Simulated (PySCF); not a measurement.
## Two-component Hartree-Fock for Cs²⁶⁺ (caesium, charge +26)

Start: [Ar] 3d10 4s1; 4s1/2 filled at m_j = +1/2. Calculated with PySCF 2.14 in an uncontracted even-tempered set (17 s from 2.1 bohr⁻², ratio 2.8; 13 p from 2.7 bohr⁻², ratio 2.8; 8 d from 4.8 bohr⁻², ratio 2.8; 4 f from 12 bohr⁻², ratio 3): generalised Hartree-Fock with the X2C-1e Hamiltonian and a Gaussian nucleus; one run each with spin-orbit coupling (SO) switched off, then screened by Boettger's factors.

```
spinor shell  electrons  ε, spin-free (eV)  ε, screened SO (eV)  weight of nominal j (screened SO)  rms radius, screened SO (bohr)
       1s1/2          2           -37028.2             -37024.4                              1.000                          0.0298
       2s1/2          2            -6620.0              -6618.9                              1.000                           0.121
       2p1/2          2            -6021.9              -6268.8                              1.000                           0.104
       2p3/2          4            -6021.9              -5911.9                              1.000                           0.110
       3s1/2          2            -2037.0              -2036.8                              1.000                           0.314
       3p1/2          2            -1838.8              -1889.3                              1.000                           0.306
       3p3/2          4            -1838.8              -1816.3                              1.000                           0.317
       3d3/2          4            -1556.6              -1565.8                              0.999                           0.286
       3d5/2          6            -1556.6              -1550.3                              1.000                           0.289
       4s1/2          1            -908.32              -908.28                              1.000                           0.679
```

```
   quantity    spin-free  screened SO
E (hartree)  -7452.61770  -7455.27413
        M_J          1/2          1/2
       ⟨J²⟩        0.750        0.750
       ⟨L²⟩        0.000        0.017
       ⟨S²⟩        0.750        0.767
```

Each row is a mean over spinors that exchange with the open shell spreads, by up to 3.707 eV (3s1/2).

Breit and QED terms are absent; they matter most for the inner s and p1/2 levels.

Densities and radii are taken from the X2C orbitals without a picture-change correction, which distorts them close to the nucleus.

Without spin-orbit coupling the j labels of p, d and f shells carry no meaning; the spin-free column gives the mean over the occupied spinors of each nl shell.
